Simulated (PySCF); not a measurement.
# A survey of 29Si NMR shifts

Calculated, not measured (PySCF 2.14.0 with density-fitted response routines): GIAO PBE0/pcSseg-1 shieldings, geometry from GFN2-xTB. No relativistic terms, isolated molecule, averaged over atoms made equivalent by symmetry, fast rotation or ring inversion, single conformer.

Shieldings were converted by a linear fit to measured shifts: 29Si (scatter 8.9 ppm rms, 25.8 ppm with the 6 outliers that the fit left out vs TMS, solution or neat liquid). Occasional misses reach two or three times the rms, and more in compound classes unlike the fitted ones.

Question: Give the 29Si shifts of `C[C@@]1(O[SiH3])CCOC1`, `C#CC[C@H](F)[SiH2]N(C)C`, `CN(C)[SiH](C=O)N(C)C`, `CC[C@H]([SiH3])COC=O`.

Answer: 
| compound | environment | δ (ppm) |
| --- | --- | --- |
| C[C@@]1(O[SiH3])CCOC1 | silicon bonded to O, 3 H | -46.9 |
| C#CC[C@H](F)[SiH2]N(C)C | silicon bonded to C, N, 2 H | -32.0 |
| CN(C)[SiH](C=O)N(C)C | silicon bonded to C, 2 N, H | -50.2 |
| CC[C@H]([SiH3])COC=O | silicon bonded to C, 3 H | -62.0 |

Question: Order these by 29Si shift, lowest first.
A. O[SiH2][C@H]1CCCOC1
B. CCO[SiH2]C(F)(F)F
C. C#CC[C@H](F)[SiH2]N(C)C
D. C#CC[C@@H](CCF)N[SiH3]

Answer: D (-54.8 ppm, silicon bonded to N, 3 H), B (-40.4 ppm, silicon bonded to C, O, 2 H), C (-31.9 ppm, silicon bonded to C, N, 2 H), A (-16.8 ppm, silicon bonded to C, O, 2 H).
